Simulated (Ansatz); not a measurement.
System: sum formula BNH$_{5}$ (charge +1, singlet). It need not be the lowest isomer of its formula. 
Structure (B3LYP-D3(BJ)/def2-TZVP (Ansatz, a quantum-chemistry and plane-wave program) minimum search):
```xyz
7

B     -0.9073     0.0420     0.1466
N      0.6244    -0.0274    -0.0870
H     -1.4665    -0.9934     0.1368
H     -1.3564     1.1212     0.2798
H      1.1357     0.7814     0.2790
H      1.0510    -0.8833     0.2824
H      0.8017    -0.0441    -1.1023
```
Charge +1, spin multiplicity 1.

Property: vertical ionisation energy (to the doublet state of charge +2; each state is the SCF solution reached for its spin), in eV. Valence correlation only, unless marked. Open shells are spin-unrestricted. No spin-orbit coupling. No relativistic terms. CBS(X,Y): correlation extrapolated as X^-3; Hartree-Fock from the larger set. [CCSD(T)-MP2]/basis is that difference in the basis named.

```json
[
 {"level": "B3LYP/def2-TZVPD", "program": "Ansatz", "vertical ionisation energy (eV)": "19.43"},
 {"level": "wB97M-V/def2-TZVPD", "program": "Ansatz", "vertical ionisation energy (eV)": "…"},
 {"level": "B2PLYP/def2-TZVPD", "program": "Ansatz", "vertical ionisation energy (eV)": "19.46"},
 {"level": "SCS-MP2/def2-TZVPPD", "program": "Ansatz", "vertical ionisation energy (eV)": "19.74"},
 {"level": "CCSD/def2-SVPD", "program": "Ansatz", "vertical ionisation energy (eV)": "…"},
 {"level": "CCSD/aug-cc-pVTZ", "program": "Ansatz", "vertical ionisation energy (eV)": "…"},
 {"level": "RI-MP2/CBS(aug-cc-pVTZ,aug-cc-pVQZ)+[CCSD(T)-MP2]/aug-cc-pVTZ", "program": "Ansatz", "vertical ionisation energy (eV)": "19.74"}
]
```

### Question
What belongs in the gaps?

### Answer

- wB97M-V/def2-TZVPD, vertical ionisation energy (eV): 19.50
- CCSD/def2-SVPD, vertical ionisation energy (eV): 19.59
- CCSD/aug-cc-pVTZ, vertical ionisation energy (eV): 19.66
